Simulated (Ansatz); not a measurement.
`C[O][InH][Br]` + `[LiH]` → `[Br][InH2]` + `[Li][O]C` at 500 K and 1 bar (redistribution).

Calculated with Ansatz (gas phase, PBE0-D4/def2-TZVP geometries, no zero-point term in ΔE). CCSD(T)/CBS adds triple-zeta CCSD(T) − MP2 to the extrapolated MP2 energy (def2 sets, frozen cores). Elements past krypton have def2 core potentials. For Br, In, Li outer-core shells are correlated without core-valence functions, which leaves a few kJ/mol of doubt a bond. Scalar relativity is left out up to krypton. One conformer a species, not always the lowest.

```csv
species,CCSD(T)/CBS energy (Eh),H − E (kJ/mol),S (J/(mol·K))
`C[O][InH][Br]`,-2878.81206,168.1,422.1
`[LiH]`,-8.06146,23.3,186.4
`[Br][InH2]`,-2764.36342,58.2,318.8
`[Li][O]C`,-122.55324,134.3,284.3
```

H − E and S are ideal-gas, rigid-rotor, harmonic terms from PBE0-D4/def2-TZVP, for one conformer and one mirror image of each species. 1 Eh = 2625.50 kJ/mol, R = 8.31446 J/(mol·K).

By hand: ΔE, ΔH, ΔS and ΔG.

ΔE = (-2764.36342) + (-122.55324) − (-2878.81206) − (-8.06146) = -0.04314 Eh = -113.3 kJ/mol. Δ(H − E) = 58.2 + 134.3 − 168.1 − 23.3 = 1.1, so ΔH = -112.2 kJ/mol. ΔS = 318.8 + 284.3 − 422.1 − 186.4 = -5.4 J/(mol·K). ΔG = -112.2 − 500 × (-5.4)/1000 = -109.5 kJ/mol.

By hand: the equilibrium constant, and the temperature at which ΔG would vanish if ΔH and ΔS stayed fixed.

log₁₀ K = −ΔG/(RT ln 10) = 11.4. ΔG = 0 at ΔH/ΔS = 20778 K, far beyond where these terms or the molecules hold.

The number of gas molecules stays the same, so ΔS is small and ΔH decides. A doubt of 5 kJ/mol in ΔE shifts log₁₀ K by 0.5 here. Other conformers and mirror images would add mixing entropy, several J/(mol·K) or more a flexible species. These are equilibria of isolated gas molecules and say nothing of rates. Largest T1 diagnostic: 0.014 (customary marks: 0.02 for closed shells, 0.045 for open ones).
